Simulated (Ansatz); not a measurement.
Ansatz (an electronic-structure program) job for FH5OSi3, SMILES F[SiH]1[SiH2]O[SiH2]1, PBE/def2-TZVPD. The structure is a stationary point at PBE-D3(BJ)/def2-SVP. The structure was generated by enumeration, and PubChem lists no compound with its InChIKey, so it may never have been made.

Ansatz 0.2 input:
```yaml
crystal:
  periodic: [false, false, false]
  atoms:
    - {symbol: F, position_ang: [-2.42047673, -0.54515489, -0.00000000]}
    - {symbol: Si, position_ang: [-1.09937553, 0.44015184, -0.00000000]}
    - {symbol: Si, position_ang: [0.74936120, -0.05290474, 1.40735678]}
    - {symbol: O, position_ang: [1.72820210, -0.11181060, 0.00000000]}
    - {symbol: Si, position_ang: [0.74936120, -0.05290474, -1.40735678]}
    - {symbol: H, position_ang: [-1.60173722, 1.86103497, 0.00000000]}
    - {symbol: H, position_ang: [1.25933396, 1.00487569, 2.34789941]}
    - {symbol: H, position_ang: [0.72544348, -1.37535031, 2.12484599]}
    - {symbol: H, position_ang: [0.72544348, -1.37535031, -2.12484599]}
    - {symbol: H, position_ang: [1.25933396, 1.00487569, -2.34789942]}
basis:
  gaussian:
    orbitals: def2-TZVPD
hamiltonian:
  xc: {name: PBE}
```

Program output:

```
WARN ansatz: RAYON_NUM_THREADS=2 ignored (pool sized by the plan → 2); use --threads N
Functional definition: PBE
integrals: 0.24 GiB planned
1461 factors; their error is unknown
mean field: 1.46 GiB planned
mean field evaluation 1: about -28458.9702 eV, gradient 7.0e1 eV
mean field evaluation 2: about -28360.6121 eV, gradient 2.0e2 eV
mean field evaluation 4: about -28465.9189 eV, gradient 2.9e1 eV
mean field evaluation 8: about -28467.1646 eV, gradient 1.2e-1 eV
mean field evaluation 16: about -28467.1485 eV, gradient 1.3e-4 eV
mean field -28467.14847970 eV, -1046.1484109029 hartree, gradient 3.4e-5 eV, S^2 0.000000; 0 other end points of the search recorded, 0 dependent functions left out
reference -28467.14854410 eV, -1046.1484132695 hartree; 32, 32 occupied and 222, 222 virtual orbitals, 1461 factors
Total energy: -28467.14854410 eV, -1046.1484132695 hartree
```

Self-consistency was reached.
